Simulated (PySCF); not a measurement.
# Reading the logs of faulty runs: BClGe2H5

These are calculations, not measurements. They come from PySCF 2.14.0, an open-source quantum chemistry program, on an isolated molecule that a program drew, which may never have been made. The molecule is BClGe2H5 (charge 0, doublet), drawn as the SMILES string `[Cl][GeH][BH][GeH3]`.

Each row is a Hartree-Fock (HF) and frozen-core CCSD(T) single point in the cc-pV(D+d)Z basis, meant for a local HF minimum. Run 1 is clean. Each other run has one planted mistake out of seven kinds, and not every kind appears here: one electron removed, one electron added, multiplicity raised by two, geometry at a saddle point, minimal basis STO-3G, one bond length entered in bohr, all coordinates scaled. The reference is restricted for singlets and unrestricted otherwise, and also for a bond in bohr. Adding or removing an electron swaps singlet and doublet. Electrons count all cores. HOMO and LUMO are orbital energies over both spins, the gradient is its largest component, and the lowest frequency (negative if imaginary) is given only where the gradient is small. Bond lengths are over the 8 bonds as drawn. T1 is the CCSD diagnostic: over 0.02 (restricted) or 0.045 (unrestricted) a single reference is doubtful. Germanium has the cc-pVDZ-PP basis, with a core potential (ECP10MDF) in place of its 10 inner electrons, and its 3s, 3p and 3d shells are frozen in CCSD(T).

Geometry of the clean run:
```xyz
9
BClGe2H5, angstrom
Cl   -0.1679   -1.5034   -0.9158
Ge    1.1390    0.0853   -0.2467
B     1.2068    0.6744    1.6352
Ge    0.0708   -0.1256    3.1837
H     1.8845    0.5527   -1.4854
H     1.9858    1.5645    1.8240
H     1.0051   -0.6773    4.2705
H    -0.8620   -1.2526    2.7316
H    -0.7819    0.9835    3.8172
```

```
run  electrons  basis functions  <S^2>  HOMO (eV)  LUMO (eV)  gradient (hartree/bohr)  lowest frequency (cm^-1)  mean bond (Å)  longest bond (Å)      T1  HF (hartree)  CCSD(T) (hartree)                          mistake
  1         91              108  0.759      -8.41      -0.06                  2.0e-05                        41         1.6921             2.163  0.0168   -1073.84287        -1074.31690                         no fault
  2         91              108  1.558      -8.41      -0.08                  9.6e-03                         -         1.8629             2.902  0.0365   -1073.74638        -1074.20852  one bond length entered in bohr
  3         90              108  0.000     -16.20      -6.80                  5.9e-02                         -         1.6921             2.163  0.0199   -1073.56361        -1074.02465             one electron removed
  4         91              108  0.762      -8.39      -0.15                  2.7e-02                         -         1.8156             2.321  0.0209   -1073.80817        -1074.28943           all coordinates scaled
  5         91              108  3.777      -5.71      -2.56                  4.2e-02                         -         1.6921             2.163  0.0276   -1073.68241        -1074.14383       multiplicity raised by two
  6         92              108  0.000      -1.68       7.07                  4.6e-02                         -         1.6921             2.163  0.0159   -1073.87367        -1074.38584                                ?
```

**Which mistake was planted in run 6, and what did it cost?**

It counts 92 electrons, one more than the clean run, at the same geometry and basis. So the mistake is: one electron added. Subtracting run 1 and multiplying by 627.51 kcal/mol a hartree, the energy moved by -19.3 kcal/mol in HF and -43.3 kcal/mol in CCSD(T).

